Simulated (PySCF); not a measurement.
## Dipole moment and polarisability across levels of theory

Compound: C3H9BO.
SMILES: `BOCCC`

PySCF, dipoles from the SCF density, polarisabilities from static response with core orbitals frozen. The structure is a single PBE0-D3(BJ)/def2-SVP conformer in the gas phase; no vibrational or solvent corrections.

The anisotropy is √(½[(α1 − α2)² + (α2 − α3)² + (α3 − α1)²]).

| level | μ (D) | α (au) | anisotropy (au) |
| --- | --- | --- | --- |
| LDA/def2-SVPD | 1.957 | 61.86 | 22.50 |
| PBE/def2-SVPD | 1.908 | 60.77 | 22.11 |
| B3LYP/def2-SVPD | 1.844 | 58.67 | 20.08 |
| PBE0/def2-SVPD | 1.838 | 58.10 | 19.96 |
| BHandHLYP/def2-SVPD | 1.783 | 56.20 | 18.13 |
| CAM-B3LYP/def2-SVPD | 1.844 | 57.75 | 18.93 |
| wB97X-D/def2-SVPD | 1.818 | 57.66 | 18.82 |
| LC-wPBE/def2-SVPD | 1.854 | 56.27 | 18.08 |
| HF/def2-SVPD | 1.713 | 53.69 | 15.73 |
| PBE0/6-31G* | 1.882 | 48.74 | 19.99 |
| PBE0/6-31+G* | 1.879 | 53.67 | 19.76 |
| PBE0/def2-SVP | 1.937 | 50.79 | 20.34 |
| PBE0/aug-cc-pVDZ | 1.806 | 59.31 | 20.91 |
| PBE0/def2-TZVP | 1.801 | 56.63 | 20.67 |
| PBE0/def2-TZVPD | 1.794 | 59.14 | 20.66 |

The dipole runs from 1.71 D (HF/def2-SVPD) to 1.96 D (LDA/def2-SVPD). No reference polarisability is at hand; against PBE0 in the largest diffuse basis at hand (def2-TZVPD) the other PBE0 rows deviate by 6-31G* -18%, 6-31+G* -9%, def2-SVP -14%, def2-SVPD -2%, aug-cc-pVDZ 0%, def2-TZVP -4%. In one basis (def2-SVPD) the functionals order the polarisability from HF (lowest) to LDA (highest), a spread of 15%. With PBE0 the polarisability is 52.05 au without diffuse functions (mean of 6-31G*, def2-SVP and def2-TZVP) and 57.56 au with them (mean of 6-31+G*, def2-SVPD, aug-cc-pVDZ and def2-TZVPD).

Without π bonds the low states are Rydberg-like; a valence basis with one diffuse set may place them up to an eV too high.
